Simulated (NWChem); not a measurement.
System: C₃H₆O; SMILES C1OCC1

Here is an NWChem input.

```
start job
memory heap 200 mb stack 900 mb global 1100 mb
geometry units angstroms noautosym nocenter noautoz
  C      0.000000     0.000000     1.067013
  C      0.000000     1.025267    -0.073890
  O      0.000000     0.000000    -1.062901
  C      0.000000    -1.025267    -0.073890
  H      0.894540     0.000000     1.704708
  H     -0.894540     0.000000     1.704708
  H     -0.895206     1.670225    -0.137585
  H      0.895206     1.670225    -0.137585
  H      0.895206    -1.670225    -0.137585
  H     -0.895206    -1.670225    -0.137585
end
basis spherical
  * library def2-svp
end
dft
  xc pbe0
  iterations 150
end
cosmo
  do_cosmo_smd true
  solvent clbenzen
end
task dft energy
```

Excerpt of the output:

```
             Northwest Computational Chemistry Package (NWChem) 7.3.0
             --------------------------------------------------------

                             Geometry "geometry" -> ""
                             -------------------------

 Output coordinates in angstroms (scale by  1.889725989 to convert to a.u.)

  No.       Tag          Charge          X              Y              Z
 ---- ---------------- ---------- -------------- -------------- --------------
    1 C                    6.0000     0.00000000     0.00000000     1.06701300
    2 C                    6.0000     0.00000000     1.02526700    -0.07389000
    3 O                    8.0000     0.00000000     0.00000000    -1.06290100
    4 C                    6.0000     0.00000000    -1.02526700    -0.07389000
    5 H                    1.0000     0.89454000     0.00000000     1.70470800
    6 H                    1.0000    -0.89454000     0.00000000     1.70470800
    7 H                    1.0000    -0.89520600     1.67022500    -0.13758500
    8 H                    1.0000     0.89520600     1.67022500    -0.13758500
    9 H                    1.0000     0.89520600    -1.67022500    -0.13758500
   10 H                    1.0000    -0.89520600    -1.67022500    -0.13758500

 Effective nuclear repulsion energy (a.u.)     128.7521154426

                                 NWChem DFT Module
                                 -----------------

 Summary of "ao basis" -> "ao basis" (spherical)
 ------------------------------------------------------------------------------
       Tag                 Description            Shells   Functions and Types
 ---------------- ------------------------------  ------  ---------------------
 C                          def2-svp                 6       14   3s2p1d
 O                          def2-svp                 6       14   3s2p1d
 H                          def2-svp                 3        5   2s1p

 in cosmo_initialize ...
 calling solv_data for solv:clbenzen

 solvent parameters
 solvname_short: clbenzen
 solvname_long:  chlorobenzene
 dielec:        5.6968
 dielecinf:     2.3229
 nonaqueous SMD model solvent descriptors
 dielec:        5.6968
 sola:          0.0000
 solb:          0.0700
 solc:          0.8570
 solg:         47.4800
 solh:          0.1430
 soln:          1.5241

          ---------------
          -cosmo- solvent
          ---------------
 Cosmo: York-Karplus, doi: 10.1021/jp992097l
 dielectric constant -eps-     =   5.70
 screen = (eps-1)/(eps    )    =   0.82446
 surface charge correction     = lagrangian

   van der Waals surface
 --------------------------

[...]

                                COSMO-SMD solvation results
                                ---------------------------

             internal energy in gas <Psi(g)|H|Psi(g)> =      -192.739751926119
         internal energy in solvent <Psi(s)|H|Psi(s)> =      -192.739459776500
                               delta internal energy  =         0.000292149619 (    0.18 kcal/mol)
   total free energy in solvent <Psi(s)|H+V/2|Psi(s)> =      -192.743158227582
 polarization energy contribution <Psi(s)|V/2|Psi(s)> =        -0.003698451083 (   -2.32 kcal/mol)
    total free energy in solvent including G(SMD-CDS) =      -192.745639062890
                       G(SMD-CDS) energy contribution =        -0.002480835307 (   -1.56 kcal/mol)
     1 M fixed-concentration free energy of solvation =        -0.005887136771 (   -3.69 kcal/mol)

                       DFT Final Molecular Orbital Analysis
                       ------------------------------------

 Vector   14  Occ=2.000000D+00  E=-3.388730D-01
              MO Center=  7.8D-10,  2.8D-09,  2.5D-01, r^2= 2.3D+00
   Bfn.  Coefficient  Atom+Function         Bfn.  Coefficient  Atom+Function
  ----- ------------  ---------------      ----- ------------  ---------------
     5      0.379460   1 C  py               19     -0.290526   2 C  py
    47     -0.290526   4 C  py                8      0.185634   1 C  py
    22     -0.164636   2 C  py               50     -0.164636   4 C  py
    33      0.160708   3 O  py               20      0.154431   2 C  pz
    48     -0.154431   4 C  pz               67     -0.140526   7 H  s

 Vector   15  Occ=2.000000D+00  E=-3.192641D-01
              MO Center=  2.7D-10, -2.8D-09, -3.4D-01, r^2= 2.0D+00
   Bfn.  Coefficient  Atom+Function         Bfn.  Coefficient  Atom+Function
  ----- ------------  ---------------      ----- ------------  ---------------
    34      0.473910   3 O  pz               37      0.358788   3 O  pz
     6      0.305346   1 C  pz               20     -0.240970   2 C  pz
    48     -0.240970   4 C  pz               31     -0.132029   3 O  s
    57      0.130562   5 H  s                62      0.130562   6 H  s
     9      0.129043   1 C  pz               30     -0.113006   3 O  s

 Vector   16  Occ=2.000000D+00  E=-2.551692D-01
              MO Center=  1.0D-09,  3.3D-09, -6.2D-01, r^2= 2.2D+00
   Bfn.  Coefficient  Atom+Function         Bfn.  Coefficient  Atom+Function
  ----- ------------  ---------------      ----- ------------  ---------------
    32      0.536705   3 O  px               35      0.411255   3 O  px
    67      0.194407   7 H  s                72     -0.194407   8 H  s
    77     -0.194407   9 H  s                82      0.194407  10 H  s
    18     -0.159829   2 C  px               46     -0.159829   4 C  px
    68      0.150516   7 H  s                73     -0.150516   8 H  s

 Vector   17  Occ=0.000000D+00  E= 7.854272D-02
              MO Center=  1.3D-08, -1.6D-09,  5.8D-01, r^2= 6.4D+00
   Bfn.  Coefficient  Atom+Function         Bfn.  Coefficient  Atom+Function
  ----- ------------  ---------------      ----- ------------  ---------------
     3      1.336004   1 C  s                17      0.842810   2 C  s
    45      0.842810   4 C  s                58     -0.830654   5 H  s
    63     -0.830654   6 H  s                68     -0.751283   7 H  s
    73     -0.751283   8 H  s                78     -0.751283   9 H  s
    83     -0.751283  10 H  s                22      0.496541   2 C  py

 Vector   18  Occ=0.000000D+00  E= 9.965273D-02
              MO Center= -5.1D-08, -1.5D-10,  1.2D-01, r^2= 3.8D+00
   Bfn.  Coefficient  Atom+Function         Bfn.  Coefficient  Atom+Function
  ----- ------------  ---------------      ----- ------------  ---------------
     3      2.291912   1 C  s                23     -0.890698   2 C  pz
    51     -0.890698   4 C  pz               31     -0.825547   3 O  s
    17     -0.648341   2 C  s                45     -0.648342   4 C  s
    58     -0.544179   5 H  s                63     -0.544179   6 H  s
     9     -0.461743   1 C  pz               37     -0.278980   3 O  pz

 Vector   19  Occ=0.000000D+00  E= 1.009342D-01
              MO Center=  3.8D-08,  2.3D-09,  7.8D-01, r^2= 5.8D+00
   Bfn.  Coefficient  Atom+Function         Bfn.  Coefficient  Atom+Function
  ----- ------------  ---------------      ----- ------------  ---------------
    58      0.969527   5 H  s                63     -0.969527   6 H  s
    68     -0.689289   7 H  s                73      0.689289   8 H  s
    78      0.689289   9 H  s                83     -0.689289  10 H  s
     7     -0.679062   1 C  px               21     -0.446133   2 C  px
    49     -0.446133   4 C  px                4     -0.240570   1 C  px

     Multipole analysis of the density
     ---------------------------------

     L   x y z        total         alpha         beta         nuclear
     -   - - -        -----         -----         ----         -------
     0   0 0 0     -0.000000    -16.000000    -16.000000     32.000000

     1   1 0 0     -0.000000     -0.000000     -0.000000      0.000000
     1   0 1 0     -0.000000     -0.000000     -0.000000      0.000000
     1   0 0 1      0.870812      0.557042      0.557042     -0.243272

     2   2 0 0    -17.804311    -17.483385    -17.483385     17.162459
     2   1 1 0     -0.000000     -0.000000     -0.000000      0.000000
     2   1 0 1      0.000000      0.000000      0.000000      0.000000
     2   0 2 0    -16.957517    -50.925635    -50.925635     84.893752
     2   0 1 1     -0.000000     -0.000000     -0.000000      0.000000
     2   0 0 2    -20.589145    -49.259282    -49.259282     77.929418
```

Level: PBE0/def2-SVP, SMD on the gas-phase geometry. The geometry was optimised at PBE0/def2-SVP. Solvent: chlorobenzene.
